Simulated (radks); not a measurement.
All-electron atom: Er32+ in [Kr] (the NIST ground configuration). Calculated with a radial shooting solver on a logarithmic mesh with Libxc functionals: scalar-relativistic Kohn-Sham, PBE, spin-polarised, spherical densities, point nucleus.

Radial electron density D(r) = 4 pi r^2 rho(r):

```
   r/bohr * D(r) (the largest magnitude, 120, reaches the edge; | marks zero)
0.0009349 | *
 0.001188 |  *
 0.001523 |    *
 0.001936 |      *
 0.002461 |         *
 0.003129 |            *
 0.003977 |                 *
 0.005097 |                       *
 0.006479 |                             *
 0.008237 |                                  *
  0.01047 |                                       *
  0.01331 |                                         *
  0.01692 |                                        *
  0.02169 |                                      *
  0.02757 |                                    *
  0.03505 |                                        *
  0.04455 |                                               *
  0.05664 |                                                      *
  0.07258 |                                                    *
  0.09226 |                                            *
   0.1173 |                                       *
   0.1491 |                                             *
   0.1895 |                                               *
   0.2429 |                                 *
   0.3088 |                 *
   0.3925 |            *
    0.499 |          *
   0.6344 |    *
   0.8129 |*
    1.033 *
    1.314 *
```

D(r) has 3 maxima, at r = 0.0140, 0.0618, 0.176 bohr, and minima at 0.0267, 0.115 bohr, inside which lie 1.92, 10.98 electrons.
